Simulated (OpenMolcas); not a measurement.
**Ce3+: the spin-orbit constant, worked from levels**

```yaml
Program: OpenMolcas
Basis: ANO-RCC-VTZP [8s7p5d3f2g1h]
Scalar_Hamiltonian: DKH2, point nucleus
Active_space: 1 electron in 12 orbitals (RAS2 4f; RAS3 5d, at most 1 electron)
State_averaging: 2S+1 = 2 odd, 7 roots; 2S+1 = 2 even, 5 roots
Spin-orbit_coupling: state interaction with AMFI integrals over the reference wave functions, term energies averaged over their components
```

Methods: RASSCF; SS-RASPT2, IPEA 0.25 Eh, imaginary shift 0.1 Eh (closed shells correlated: 5s 5p). Measured levels: Martin, Zalubas and Hagan, Atomic Energy Levels: The Rare-Earth Elements, NSRDS-NBS 60 (1978).

**The spin-orbit constant.** For the Hund term ²F° of f1, E(J) = (A/2) J(J+1) + constant and ζ = 2S·A = A. From J = 5/2 to J = 7/2 the energy changes by 3.5 A.

| Source | E(7/2) - E(5/2) | A | ζ |
| --- | --- | --- | --- |
| RASSCF | 2415.7 | 690.2 | 690 |
| SS-RASPT2 | 2415.7 | 690.2 | 690 |
| measured | 2253.0 | 643.7 | 644 |

All in cm-1. SS-RASPT2 is off by +7.2 % and RASSCF by +7.2 %. Both methods take the spin-orbit matrix elements from the reference wave functions, so the second can move ζ only through the term energies and any multistate remixing.

CASPT2 does not keep the components of a term degenerate, so their means are used; among the terms shown or strongly mixed into the levels shown the widest spread is 250 cm-1 (4f ²F°, SS-RASPT2). With one active electron the reference holds no correlation, so core polarisation is missing (holds for RASSCF). With one active electron, CASPT2 adds the correlation within the correlated inactive shells and between them and that electron, and leaves the splitting within a term as the reference gives it (holds for SS-RASPT2). Computed and measured levels are paired by configuration, term and J; levels that our copy of the source lacks, or whose pairing is in doubt (as where it misses far off the trend of its configuration), stay unpaired and out of the deviations. Levels of configurations outside the active space are missing.

° marks odd parity.
